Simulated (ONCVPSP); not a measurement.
**Rb (Z = 37): variants of one ONCV potential**

Base potential:

ONCVPSP 4.0.1 input, shortened (lines: element, Z, core and valence counts, functional; n l f; lmax; l rc ep ncon nbas qcut; lloc lpopt rc5 dvloc0; l nproj debl; icmod fcfact rcfact), PBE, scalar-relativistic:

```
  Rb 37.00    6    3        4      upf
    1    0    2.00
    2    0    2.00
    2    1    6.00
    3    0    2.00
    3    1    6.00
    3    2   10.00
    4    0    2.00
    4    1    6.00
    5    0    1.00
    2
    0    2.55    0.00    4    7    4.00
    1    1.65    0.00    4    7    4.60
    2    2.60    0.07    4    8    4.20
    4    5    1.25    6.00
    0    2    2.40
    1    1    3.20
    2    1    2.80
    0    0.00    0.00
```

All-electron outer shells of the reference configuration (PBE, scalar-relativistic, ld1.x):

```
shell  level (eV)  outermost node (bohr)  outermost maximum (bohr)
   3d     -103.96                      –                      0.39
   4s      -31.89                   0.62                      1.25
   4p      -15.96                   0.64                      1.42
   5s       -2.23                   1.79                      4.38
```

Cutoffs, loose and tight: the cutoffs (Ha) at which the residual kinetic energy of the hardest occupied pseudo-wave falls to 1 and 0.1 mHa per electron. They do not see the model core or the augmentation charge, which bear on the density cutoff. Test errors are all-electron minus pseudo excitation energies from the reference, over the configurations 4s2 4p6 5s0; 4s2 4p6 5s0.5; 4s2 4p6 5s0 5p1; 4s2 4p5 5s1. A dash means not determined; rows that change the core or the reference have their own tests.

```json
{"change": "base", "outcome": "generated", "cutoff, loose": "22 Ha", "cutoff, tight": "50 Ha", "bound ghosts": "none", "GHOST(+) flags above zero": "none", "largest test error (meV)": "+3.9"}
{"change": "fully relativistic", "outcome": "generated", "cutoff, loose": "22 Ha", "cutoff, tight": "50 Ha", "bound ghosts": "none", "GHOST(+) flags above zero": "none", "largest test error (meV)": "+9.1"}
{"change": "s: qcut 5.9", "outcome": "generated", "cutoff, loose": "22 Ha", "cutoff, tight": "50 Ha", "bound ghosts": "none", "GHOST(+) flags above zero": "none", "largest test error (meV)": "+2.8"}
{"change": "functional PW91", "outcome": "generated", "cutoff, loose": "22 Ha", "cutoff, tight": "50 Ha", "bound ghosts": "none", "GHOST(+) flags above zero": "none", "largest test error (meV)": "+7.3"}
{"change": "s: ncon 3, nbas 6", "outcome": "generated", "cutoff, loose": "22 Ha", "cutoff, tight": "50 Ha", "bound ghosts": "none", "GHOST(+) flags above zero": "none", "largest test error (meV)": "+5.3"}
```

(1) What comes out with this change to the base: reference 4s2 4p6 5s0.75?

Answers

(1) outcome: generated; cutoff, loose: 22 Ha; cutoff, tight: 50 Ha; bound ghosts: none; GHOST(+) flags above zero: none; largest test error (meV): -1.0.
